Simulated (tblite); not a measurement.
C6H9O2 (doublet state).
Atom-mapped SMILES: `[CH3:1][O:2][CH2:3][CH2:4][C:5]1=[CH:6][C@@H:7]1[O:8]` (hydrogens: H9, H10, H11 on C1; H12, H13 on C3; H14, H15 on C4; H16 on C6; H17 on C7)

Geometry (GFN2-xTB, Å), atoms numbered from 1 in this order:
```xyz
17
C6H9O2 angstrom
C     -2.9800   -0.1002   -0.3114
O     -1.9571   -0.2890    0.6327
C     -0.6882    0.0732    0.1426
C      0.3410   -0.1853    1.2502
C      1.6795    0.1413    0.7876
C      2.8297    0.6854    0.6656
C      2.5204   -0.2485   -0.5614
O      2.1469    0.2057   -1.6656
H     -2.8003   -0.6946   -1.2153
H     -3.9032   -0.4266    0.1624
H     -3.0674    0.9548   -0.5984
H     -0.4336   -0.5182   -0.7499
H     -0.6729    1.1360   -0.1434
H      0.2862   -1.2406    1.5327
H      0.0919    0.4184    2.1286
H      3.6076    1.3378    0.9762
H      2.9925   -1.2374   -0.4968
```

Computed values, GFN2-xTB/tblite, gas phase, harmonic and unscaled. This tight-binding method is rough: wavenumbers can miss measured ones by several per cent, in bad cases by 10 to 20. One conformer, not necessarily the lowest. Open shells enter through the occupations alone, without spin polarisation, and single modes of such species can be off by tens of per cent.

Harmonic wavenumbers (cm⁻¹): 36.1, 54.2, 71.4, 104.9, 193.7, 223.8, 265.7, 318.3, 357.0, 418.3, 463.1, 550.2, 640.5, 792.0, 806.9, 863.9, 907.2, 974.3, 1000.9, 1041.3, 1058.8, 1121.6, 1129.6, 1161.0, 1168.3, 1247.3, 1250.9, 1328.1, 1351.7, 1407.3, 1431.9, 1437.4, 1466.8, 1488.2, 1494.4, 1942.0, 2833.7, 2855.9, 2888.1, 2902.3, 2925.3, 2939.0, 2960.7, 3032.1, 3219.3.

A = 4647, B = 982.8, C = 850.9 MHz; mass 113.060 u (most abundant isotopes); point group C1, symmetry number 1; spin multiplicity 2.

Zero-point energy?

Half the sum of the wavenumbers: 29063 cm⁻¹ = 83.09 kcal/mol.

What is S at 400 K and 1 bar for an ideal gas of classical rigid rotors and harmonic oscillators?

Translation 41.57, rotation 29.68, vibration 39.05, spin (R ln 2) 1.38: S = 111.7 cal/(mol K).

And Cp and H(400 K) − H(0)?

Cp = 43.62 cal/(mol K), of which vibrations give 35.68 (their classical limit is 45 R = 89.4); H(400 K) − H(0) = 10.76 kcal/mol without the zero-point energy, 7.58 from vibrations.

What must be added to the electronic energy to get the Gibbs energy at 400 K and 1 bar?

ZPE + [H(400 K) − H(0)] − T·S = 83.09 + 10.76 − 44.67 = 49.18 kcal/mol.

How do the functions run with temperature in this model?

| T (K) | S (cal/(mol K)) | Cp (cal/(mol K)) | H − H(0) (kcal/mol) | G − H(0) (kcal/mol) | ln q(vib) |
| --- | --- | --- | --- | --- | --- |
| 50 | 60.8 | 14.2 | 0.54 | -2.49 | 0.87 |
| 100 | 72.1 | 19.0 | 1.38 | -5.83 | 2.36 |
| 298.15 | 100.1 | 35.2 | 6.74 | -23.12 | 7.64 |
| 373.15 | 108.7 | 41.5 | 9.62 | -30.95 | 9.47 |
| 500 | 122.2 | 51.0 | 15.50 | -45.61 | 12.46 |
| 750 | 145.7 | 64.6 | 30.08 | -79.18 | 18.06 |
| 1000 | 165.6 | 73.6 | 47.43 | -118.15 | 23.24 |

q(vib) and H(0) count from the zero-point level.

Hindered rotation and anharmonicity are outside this model. Other conformers, if any are populated, would add a mixing term that is left out. The structure is chiral; the term R ln 2 for an equal mix with its mirror image is left out.
